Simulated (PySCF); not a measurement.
## HgP: energy against distance

Set-up: basis Hg def2-SVPD with ECP60, P def2-SVPD; scalar-relativistic core potentials; PySCF 2.14. Energies in eV from Hg + P in their ground configurations at the same level. State: ⁴Σ⁻ (quartet), unpaired electrons σ ↑, π ↑↑.

All columns are PBE0. A positive dipole means Hg(−)P(+).

| R (Å) | E (eV) | μ (D) | Mulliken charge on Hg (basis-dependent) | HOMO (eV) | LUMO (eV) | Mayer bond order | ⟨S²⟩ |
| --- | --- | --- | --- | --- | --- | --- | --- |
| 2.587 | -0.009 | -0.32 | 0.05 | -5.73 | -2.78 | 0.75 | 3.76 |
| 2.707 | -0.065 | -0.32 | 0.05 | -5.89 | -2.70 | 0.64 | 3.76 |
| 2.828 | -0.089 | -0.29 | 0.04 | -6.04 | -2.73 | 0.54 | 3.76 |
| 2.918 | -0.096 | -0.26 | 0.03 | -6.16 | -2.75 | 0.47 | 3.76 |
| 3.008 | -0.097 | -0.22 | 0.03 | -6.27 | -2.75 | 0.40 | 3.76 |
| 3.098 | -0.095 | -0.18 | 0.02 | -6.37 | -2.75 | 0.35 | 3.75 |
| 3.219 | -0.089 | -0.13 | 0.01 | -6.51 | -2.74 | 0.28 | 3.75 |
| 3.369 | -0.079 | -0.08 | 0.00 | -6.65 | -2.72 | 0.22 | 3.75 |
| 3.549 | -0.068 | -0.04 | 0.00 | -6.81 | -2.69 | 0.16 | 3.75 |
| 3.790 | -0.054 | -0.01 | -0.01 | -6.97 | -2.64 | 0.10 | 3.75 |

A fit through these points gives, at Re = 2.983 Å, μ = -0.23 D and dμ/dR = 0.416 D/Å; the reduced mass is 26.86 u.

Task: How strong is the fundamental in the double-harmonic approximation, I = 42.26·(dμ/dR)²/μred km/mol?

Result: I = 42.26·(0.416)²/26.86 = 0.272 km/mol at PBE0.

The bond is weak. Basis-set superposition, not corrected here, can be much of De in a small basis, most of all at correlated wavefunction levels. Functionals without a dispersion term scatter widely for such bonds, and LDA overbinds them. These are scalar-relativistic numbers at best; spin–orbit coupling would shift them, the dissociation energy most. The state is the lowest determinant that a PBE0 search found; another state may lie lower at other levels.
